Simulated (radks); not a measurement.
The numbers below are computed, except where a source is named.
Species: As+. Configuration: [Ar] 3d10 4s1.5 4p2.5 (fractional occupations, a model configuration). Code: a radial shooting solver on a logarithmic mesh with Libxc functionals. Model: Dirac Kohn-Sham, PBEsol, spin-unpolarised, spherical densities, point nucleus; open shells fill j = l - 1/2 first.

Normalised radial functions P(r) = r R(r) (large component), r in bohr:

```
   r/bohr * 4s1/2 (the largest magnitude, 0.817, reaches the edge; | marks zero)
 0.001744                             |*
 0.002289                             |*
 0.003005                             |*
 0.003913                             | *
 0.005136                             | *
 0.006741                             |  *
 0.008849                             |  *
  0.01161                             |   *
  0.01524                             |   *
  0.01985                             |    *
  0.02606                             |    *
   0.0342                             |   *
  0.04489                             | *
  0.05892                             *
  0.07734                          *  |
   0.1015                       *     |
   0.1322                     *       |
   0.1735                      *      |
   0.2278                            *|
   0.2989                             |     *
   0.3924                             |           *
    0.515                             |           *
   0.6707                             |   *
   0.8803                    *        |
    1.155        *                    |
    1.517  *                          |
    1.991     *                       |
    2.613             *               |
    3.402                     *       |
    4.466                          *  |
    5.862                            *|
    7.694                             *
```

4s1/2: eigenvalue -23.746 eV, 3 radial nodes at r = 0.0585, 0.240, 0.733 bohr, <r> = 1.87 bohr, 90 % of the charge inside 2.78 bohr.
